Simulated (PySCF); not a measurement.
C₉H₈FNS, SMILES c1ccc(-c2sccc2F)n1C.

Geometry optimised at PBE0-D3(BJ)/def2-SVP. The structure was generated by enumeration, and PubChem lists no compound with its InChIKey, so it may never have been made. One conformer was computed; it need not be the lowest.

Two levels are set side by side: PBE/def2-SVP (PySCF) and B3LYP/def2-SVP (PySCF). Same geometry, gas phase. Differences are taken from unrounded values.

```
quantity                     B3LYP
---------------------------  -----
orbital gap (eV)              4.46
highest occupied level (eV)  -5.31
lowest empty level (eV)      -0.85
dipole moment (D)             2.63
mean polarisability (bohr³)  118.7
```

Problem. What does PBE give, and how far is it from B3LYP? (The exact figures need the calculation; the answer reports its results.)

Solution. 
| quantity | PBE | PBE minus B3LYP |
|---|---|---|
| orbital gap (eV) | 3.15 | -1.31 |
| highest occupied level (eV) | -4.61 | 0.70 |
| lowest empty level (eV) | -1.46 | -0.61 |
| dipole moment (D) | 2.48 | -0.15 |
| mean polarisability (bohr³) | 121.9 | 3.2 |

PBE's occupied levels lie high since its potential decays too fast outside the molecule; exact exchange lowers them and widens the gap. Differences between two approximate levels are no errors against the true value.

Rough cost on one machine, each run with all the roots and properties that it gave: B3LYP against PBE within a factor of 2.
